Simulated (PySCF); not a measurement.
PySCF input (M06-2X/6-31G* with LANL2DZ past Ar (5d)):

```python
from pyscf import gto, dft

mol = gto.M(
    atom='''
    Cu   -0.00000000   -0.00000000   -0.04943660
    H     0.00000000    0.00000000    1.43366134
    ''',
    basis={'default': '6-31g*', 'Cu': 'lanl2dz'},
    ecp={'Cu': 'lanl2dz'},
    charge=0,
    spin=0,
    verbose=4,
)

mf = dft.RKS(mol, xc='m062x')
mf.grids.level = 4
mf.conv_tol = 1e-9
mf.max_cycle = 100
mf.max_memory = 1500
mf.kernel()
if not mf.converged:
    mf = mf.newton()
    mf.kernel(mf.make_rdm1())
mf.dip_moment()
```

From the last part of the output:

```

nuclear repulsion = 6.77930077057487
number of shells = 9
number of NR pGTOs = 49
number of NR cGTOs = 24
basis = {'default': '6-31g*', 'Cu': 'lanl2dz'}
ecp = {'Cu': 'lanl2dz'}

******** <class 'pyscf.dft.rks.RKS'> ********
method = RKS
initial guess = minao
damping factor = 0
level_shift factor = 0
DIIS = <class 'pyscf.scf.diis.CDIIS'>
diis_start_cycle = 1
diis_space = 8
diis_damp = 0
SCF conv_tol = 1e-09
SCF conv_tol_grad = None
SCF max_cycles = 100
direct_scf = True
direct_scf_tol = 1e-13
XC library pyscf.dft.libxc version 7.1.2
    S. Lehtola, C. Steigemann, M. J. T. Oliveira, and M. A. L. Marques,  SoftwareX 7, 1–5 (2018)
XC functionals = m062x
    Y. Zhao and D. G. Truhlar,  Theor. Chem. Acc. 120, 215 (2008)
    Y. Zhao and D. G. Truhlar,  Theor. Chem. Acc. 120, 215 (2008)
radial grids:
    Treutler-Ahlrichs [JCP 102, 346 (1995); DOI:10.1063/1.469408] (M4) radial grids

becke partition: Becke, JCP 88, 2547 (1988); DOI:10.1063/1.454033
pruning grids: <function nwchem_prune>
grids dens level: 4
symmetrized grids: False
atomic radii adjust function: <function treutler_atomic_radii_adjust>
small_rho_cutoff = 0
Set gradient conv threshold to 3.16228e-05
Initial guess from minao.
tot grids = 46088
init E= -194.920701543182

WARN: HOMO 0.185986829683722 == LUMO 0.185986829683729

cycle= 1 E= -162.943462390425  delta_E=   32  |g|= 4.29  |ddm|= 8.74
  HOMO = -2.55870298142431  LUMO = -1.94550994176421  gap/eV = 16.68583
cycle= 2 E= -193.196020304479  delta_E= -30.3  |g|= 2.38  |ddm|= 9.73
  HOMO = -0.851311643647357  LUMO = -0.490461135026165  gap/eV = 9.81924
cycle= 3 E= -195.768112711089  delta_E= -2.57  |g|= 1.89  |ddm|= 3.66
  HOMO = -0.480621028452086  LUMO = -0.233289767128045  gap/eV = 6.73023
cycle= 4 E= -196.140731543498  delta_E= -0.373  |g|= 1.55  |ddm|= 0.749
  HOMO = -0.453320871255055  LUMO = -0.100678284642061  gap/eV = 9.59589
cycle= 5 E= -196.494116429226  delta_E= -0.353  |g|= 1.09  |ddm|= 0.787
  HOMO = -0.33827529065756  LUMO = -0.081746960596212  gap/eV = 6.98049
cycle= 6 E= -196.730741047499  delta_E= -0.237  |g|= 0.0474  |ddm|= 0.68
  HOMO = -0.285016584100502  LUMO = -0.0555909993757482  gap/eV = 6.24299
cycle= 7 E= -196.73128140611  delta_E= -0.00054  |g|= 0.0684  |ddm|= 0.117
  HOMO = -0.285079794787372  LUMO = -0.0541847942362101  gap/eV = 6.28297
cycle= 8 E= -196.732132483851  delta_E= -0.000851  |g|= 0.00395  |ddm|= 0.0494
  HOMO = -0.28480233757415  LUMO = -0.0531987589971041  gap/eV = 6.30225
cycle= 9 E= -196.732140386439  delta_E= -7.9e-06  |g|= 0.00139  |ddm|= 0.00737
  HOMO = -0.284629641746638  LUMO = -0.0530520706044419  gap/eV = 6.30155
cycle= 10 E= -196.732141581752  delta_E= -1.2e-06  |g|= 0.000291  |ddm|= 0.00323
  HOMO = -0.284651593285937  LUMO = -0.052999923520147  gap/eV = 6.30356
cycle= 11 E= -196.732141644304  delta_E= -6.26e-08  |g|= 2.65e-05  |ddm|= 0.000885
  HOMO = -0.284657104987355  LUMO = -0.0530030202019582  gap/eV = 6.30363
cycle= 12 E= -196.732141645213  delta_E= -9.09e-10  |g|= 2.78e-06  |ddm|= 0.000127
  HOMO = -0.284657459099852  LUMO = -0.0530025302310639  gap/eV = 6.30365
Extra cycle  E= -196.732141645218  delta_E= -5.03e-12  |g|= 1.61e-06  |ddm|= 6.09e-06
converged SCF energy = -196.732141645218
Dipole moment(X, Y, Z, Debye):  0.00000,  0.00000, -3.17658
```
